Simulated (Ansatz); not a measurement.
Br₃In, triplet, at a GFN2-xTB geometry (such geometries of metal compounds can be far from the true shape) (a higher spin typed on purpose: for a closed-shell molecule this is an excited state) (all electrons, no relativity); Ansatz (a program for electronic structure) with B3LYP5/STO-3G.

The Ansatz input:
Ansatz 0.2 input:
```yaml
crystal:
  periodic: [false, false, false]
  atoms:
    - {symbol: In, position_ang: [-0.31221422, 0.34829714, 0.72257890]}
    - {symbol: Br, position_ang: [-1.81727600, -1.60136639, -0.49182942]}
    - {symbol: Br, position_ang: [0.13534756, 2.03252745, -1.39974133]}
    - {symbol: Br, position_ang: [2.11902836, -0.91877705, 0.87996029]}
basis:
  gaussian:
    orbitals: STO-3G
hamiltonian:
  xc: b3lyp5
magnetization: {spin_polarized: true, initial_magnetization: 2}
```

What does Ansatz print? Leave out banner, timings and long lists.


```
Functional definition: B3LYP5
894 factors; integrals over basis functions are off by at most 2.8e-5 eV
mean field evaluation 1: about -362504.3335 eV, gradient 2.5e1 eV
mean field evaluation 2: about -362475.1567 eV, gradient 5.6e1 eV
mean field evaluation 4: about -362511.6124 eV, gradient 1.8e1 eV
mean field evaluation 8: about -362515.6688 eV, gradient 8.1e0 eV
mean field evaluation 16: about -362516.9494 eV, gradient 3.0e-2 eV
mean field evaluation 32: about -362516.9539 eV, gradient 2.5e-3 eV
mean field evaluation 64: about -362516.9774 eV, gradient 1.0e-1 eV
mean field evaluation 96: about -362516.9533 eV, gradient 3.0e-2 eV
mean field evaluation 128: about -362516.9408 eV, gradient 4.0e-1 eV
mean field evaluation 160: about -362516.7148 eV, gradient 3.8e-1 eV
mean field evaluation 192: about -362516.9786 eV, gradient 1.3e-6 eV
mean field evaluation 224: about -362516.9539 eV, gradient 5.6e-5 eV
mean field evaluation 256: about -362516.9253 eV, gradient 1.6e-1 eV
mean field evaluation 288: about -362516.9784 eV, gradient 7.9e-2 eV
mean field evaluation 320: about -362516.9413 eV, gradient 3.7e-1 eV
mean field -362516.97858357 eV, -13322.2532401125 hartree, gradient 2.0e-6 eV, S^2 2.002593; 13 other end points of the search recorded, 0 dependent functions left out
reference -362516.97876301 eV, -13322.2532467069 hartree; 78, 76 occupied and 3, 5 virtual orbitals, 894 factors
Total energy: -362516.97876301 eV, -13322.2532467069 hartree
```
